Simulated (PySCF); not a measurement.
The group X on SiH2Cl-X is varied. All species are isolated molecules in the gas phase. One relaxed conformer stands for each flexible species; it need not be the lowest. Strings in code marks are SMILES.

All values below come from PySCF with PBE-D3(BJ)/def2-TZVP // PBE0-D4/def2-TZVP. All candidates: neutral, multiplicity 1. Excitations are Tamm–Dancoff values on a coarser integration grid. The basis has no diffuse functions, so Rydberg states are missing or too high.

```json
{
  "LUMO": "-1.75 eV",
  "S1 excitation (TDA)": "5.25 eV",
  "HOMO": "-6.80 eV"
}
```

Task: Which member has these values?
A. `[C-]#[N+][SiH2]Cl`
B. `O=C(O)[SiH2]Cl` (Si–C–O–H torsion -180°, O–C–Si–Cl torsion 179°)
C. `Cl[SiH2]I`
D. `Cl[SiH2][GeH3]`

Result: C, `Cl[SiH2]I`. The others give `Cl[SiH2][GeH3]`: -1.29 eV, 5.95 eV, -6.99 eV; `O=C(O)[SiH2]Cl` (Si–C–O–H torsion -180°, O–C–Si–Cl torsion 179°): -2.07 eV, 4.88 eV, -6.65 eV; `[C-]#[N+][SiH2]Cl`: -2.00 eV, 6.15 eV, -7.56 eV
